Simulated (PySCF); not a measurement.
SMILES C(=C/N)/B, singlet, PBE0/def2-SVP optimised geometry.

```
10

B      1.41     0.57     0.00
C      0.56    -0.68     0.00
C     -0.81    -0.68     0.00
N     -1.62     0.39     0.00
H      0.90     1.68     0.00
H      2.62     0.52     0.00
H      1.01    -1.68     0.00
H     -1.36    -1.63     0.00
H     -2.62     0.30     0.00
H     -1.22     1.32     0.00
```

Density from PBE0/def2-TZVP in PySCF at that geometry.

Minimum of the electron density along straight lines between bonded atoms, close to the bond critical point (lines longer than 1.1 times the sum of covalent radii, or with two minima, are not listed):

| bond | length / Å | ρ at the minimum / e bohr⁻³ | ∇²ρ there / e bohr⁻⁵ | position (fraction from the first atom) |
|---|---|---|---|---|
| B1–C2 | 1.506 | 0.199 | -0.08 | 0.33 |
| C2–C3 | 1.377 | 0.321 | -0.95 | 0.45 |
| C3–N4 | 1.341 | 0.334 | -1.00 | 0.35 |
| B1–H5 | 1.221 | 0.170 | -0.28 | 0.43 |
| B1–H6 | 1.211 | 0.177 | -0.33 | 0.43 |
| C2–H7 | 1.094 | 0.274 | -0.93 | 0.64 |
| C3–H8 | 1.098 | 0.283 | -1.01 | 0.65 |
| N4–H9 | 1.008 | 0.341 | -1.80 | 0.75 |
| N4–H10 | 1.013 | 0.337 | -1.81 | 0.75 |
